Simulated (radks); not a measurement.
Ba I, configuration [Xe] 6s2. Calculated with a radial shooting solver on a logarithmic mesh with Libxc functionals: Dirac Kohn-Sham, XLYP, spin-unpolarised, spherical densities, point nucleus.

Normalised radial functions P(r) = r R(r) (large component), r in bohr:

r,4d5/2
0.0031,0.0001
0.004236,0.0002
0.00574,0.0005
0.007842,0.0012
0.01071,0.0028
0.01464,0.0067
0.01984,0.0150
0.0271,0.0333
0.03702,0.0708
0.05018,0.1391
0.06855,0.2571
0.09365,0.4260
0.1279,0.6065
0.1734,0.6896
0.2369,0.5235
0.3236,0.0159
0.4421,-0.6797
0.5992,-1.1675
0.8186,-1.1691
1.118,-0.7718
1.528,-0.3389
2.07,-0.0970
2.829,-0.0152
3.864,-0.0011
5.237,0.0000
7.155,0.0000
9.775,0.0000
13.35,0.0000

4d5/2: eigenvalue -88.209 eV, 1 radial node at r = 0.326 bohr, <r> = 0.805 bohr, 90 % of the charge inside 1.21 bohr.
